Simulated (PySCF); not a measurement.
**Stretching AlIn**

Set-up: PySCF, scalar-relativistic core potentials, basis sets Al cc-pV(D+d)Z, In cc-pVDZ-PP with ECP28. Energies in eV from Al + In in their ground configurations at the same level. All curves are PBE0. state 1: ³Π (triplet), unpaired electrons σ ↑, π ↑; state 2: ³Σ⁻ (triplet), unpaired electrons π ↑↑, a second solution, started from another occupation; state 3: Ms = 0 determinant of mixed spin (⟨S²⟩ near 1.0), unpaired electrons σ ↓, π ↑, a second solution, started from another occupation; state 4: Ms = 0 determinant of mixed spin (⟨S²⟩ near 1.0), unpaired electrons π ↑↓, a mixture of terms (⟨Lz²⟩ = 2.0), a second solution, started from another occupation.

```tsv
R (Å)	state 1	state 2	state 3	state 4
2.491	-0.984	-1.202	-0.860	-1.023
2.606	-1.210	-1.261	-1.082	-1.090
2.722	-1.332	-1.245	-1.202	-1.080
2.809	-1.376	-1.200	-1.243	-1.040
2.896	-1.388	-1.136	-1.253	-0.980
2.983	-1.377	-1.060	-1.239	-0.908
3.099	-1.334	-0.946	-1.193	-0.799
3.244	-1.252	-0.797	-1.107	-0.656
3.417	-1.128	-0.620	-0.980	-0.485
3.649	-0.946	-0.403	-0.796	-0.274
```

**Question.** Put a parabola through the three lowest points of the state 1 curve and estimate Re, k and ωe (reduced mass 21.85 u; 1 eV/Å² = 0.16022 mdyn/Å; ωe = 1302.8·√(k/μ) cm⁻¹).

**Answer.** Through R = 2.809, 2.896, 2.983 Å the second-order coefficient is 1.52 eV/Å², so Re ≈ 2.898 Å, k ≈ 0.487 mdyn/Å and ωe ≈ 194 cm⁻¹. A polynomial fit of higher order to the unrounded PBE0 energies gives Re = 2.894 Å, k = 0.505 mdyn/Å, ωe = 198 cm⁻¹; anharmonicity and rounding make the difference.

The higher-order fit for each curve: state 1: Re = 2.894 Å, ωe = 198 cm⁻¹, De = 1.39 eV; state 2: Re = 2.633 Å, ωe = 250 cm⁻¹, minimum 1.26 eV below the ground-state fragments; state 3: Re = 2.884 Å, ωe = 201 cm⁻¹, minimum 1.25 eV below the ground-state fragments; state 4: Re = 2.645 Å, ωe = 246 cm⁻¹, minimum 1.09 eV below the ground-state fragments.

Closed-shell solutions of metal pairs were not tested for spin polarisation, which can lower them a little. These are scalar-relativistic numbers at best; spin–orbit coupling would shift them, the dissociation energy most. The state is the lowest determinant that a PBE0 search found; another state may lie lower at other levels.
